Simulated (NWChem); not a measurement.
A series in which one site is exchanged, each optimised at PBE0/def2-SVP with NWChem, gas phase unless a solvent is named. All stand in one matching conformer (torsions within 35°), which need not be the lowest. Low-valent species are run as closed-shell singlets; no triplet was tried in these runs. Some are not confirmed as minima by frequencies. def2 effective core potentials on I, Pb; no spin-orbit coupling.

A: [F][Pb][SH] (PbHSF; site = F)
B: [SH][Pb][I] (PbHSI; site = I)
C: [SH][Pb][Br] (PbHSBr; site = Br)
D: [SH][PbH] (PbH₂S; site = H)

### Question
Rank them by static polarisability, CAM-B3LYP/def2-SVPD (bohr³), lowest first.

### Answer
A (66.3), D (72.4), C (92.9), B (109.4)
